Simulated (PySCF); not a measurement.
C₇H₈N₂.
Geometry (GFN2-xTB, Å), atoms numbered from 1 in this order:
```
atom  x, y, z in Å
C1    -2.3287   -0.0300   -0.8710
C2    -1.7852   -0.2868    0.3020
C3    -0.6014    0.4747    0.8562
C4    -0.9712    1.0501    2.1325
N5    -1.2680    1.4845    3.1465
C6     0.5451   -0.4792    1.0605
C7     1.6198   -0.5958    0.2805
C8     1.9136    0.1798   -0.9158
N9     2.9165    0.0526   -1.6691
H10   -1.9671    0.7569   -1.5128
H11   -3.1638   -0.5995   -1.2406
H12   -2.1589   -1.0794    0.9356
H13   -0.3332    1.2902    0.1782
H14    0.4331   -1.1352    1.9151
H15    2.3637   -1.3434    0.5340
H16    1.2043    0.9465   -1.2117
H17    3.5743   -0.6739   -1.3837
```

Computed at PBE0/pcSseg-1 (PySCF, non-relativistic), with Q(14N) = 0.02044 b: N5, 14N (I = 1): χzz = -4.696 MHz, η = 0.043; N9, 14N (I = 1): χzz = -5.139 MHz, η = 0.427.

(1) Where would the pure quadrupole (NQR) lines of 14N at N5 fall for the rigid, isolated species?

(2) Where would the pure quadrupole (NQR) lines of 14N at N9 fall for the rigid, isolated species?

Answers

(1) From ν± = (3/4)|χ|(1 ± η/3) and ν0 = |χ|η/2: ν+ 3.572 MHz, ν− 3.472 MHz, ν0 0.100 MHz (nitrile nitrogen).

(2) From ν± = (3/4)|χ|(1 ± η/3) and ν0 = |χ|η/2: ν+ 4.404 MHz, ν− 3.305 MHz, ν0 1.098 MHz (imine nitrogen).

In a crystal, neighbours and librations shift these lines. GFN2-xTB bond lengths can be off by several hundredths of an ångström, more for odd bonds, and the gradients follow them. The basis is small and wasn't made for field gradients, so the couplings can be 20 % off.

One conformer stands for the species.
